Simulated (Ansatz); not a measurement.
`CB(O)Br` + CH₃OH → `COB(C)O` + HBr at 600 K and 1 bar (ligand exchange at a B–Br bond).

Gas-phase electronic energies from Ansatz, PBE0-D4/def2-TZVP geometries. CCSD(T)/CBS adds triple-zeta CCSD(T) − MP2 to the extrapolated MP2 energy (def2 sets, frozen cores). This one scheme is used for every species. For Br outer-core shells are correlated without core-valence functions, which leaves a few kJ/mol of doubt a bond. Scalar relativity is left out up to krypton. Each species was taken in one conformer, which may not be the lowest.

```tsv
species	CCSD(T)/CBS energy (Eh)	H − E (kJ/mol)	S (J/(mol·K))
`CB(O)Br`	-2713.85644	195.4	385.1
CH₃OH	-115.61712	163.6	277.3
`COB(C)O`	-255.57080	320.7	429.4
HBr	-2573.91920	33.5	219.1
```

H − E and S are ideal-gas, rigid-rotor, harmonic terms from PBE0-D4/def2-TZVP, for one conformer and one mirror image of each species. 1 Eh = 2625.50 kJ/mol, R = 8.31446 J/(mol·K).

**Question.** By hand: ΔE, ΔH, ΔS and ΔG.

**Answer.** ΔE = (-255.57080) + (-2573.91920) − (-2713.85644) − (-115.61712) = -0.01644 Eh = -43.2 kJ/mol. Δ(H − E) = 320.7 + 33.5 − 195.4 − 163.6 = -4.8, so ΔH = -48.0 kJ/mol. ΔS = 429.4 + 219.1 − 385.1 − 277.3 = -13.9 J/(mol·K). ΔG = -48.0 − 600 × (-13.9)/1000 = -39.7 kJ/mol.

**Question.** By hand: the equilibrium constant, and the temperature at which ΔG would vanish if ΔH and ΔS stayed fixed.

**Answer.** log₁₀ K = −ΔG/(RT ln 10) = 3.5. ΔG = 0 at ΔH/ΔS = 3453 K, far beyond where these terms or the molecules hold.

The number of gas molecules stays the same, so ΔS is small and ΔH decides. A doubt of 5 kJ/mol in ΔE shifts log₁₀ K by 0.4 here. Other conformers and mirror images would add mixing entropy, several J/(mol·K) or more a flexible species. Modes under 60 cm⁻¹, often nearly free rotors, make the harmonic entropy too high. These are equilibria of isolated gas molecules and say nothing of rates. Largest T1 diagnostic: 0.012 (customary marks: 0.02 for closed shells, 0.045 for open ones).
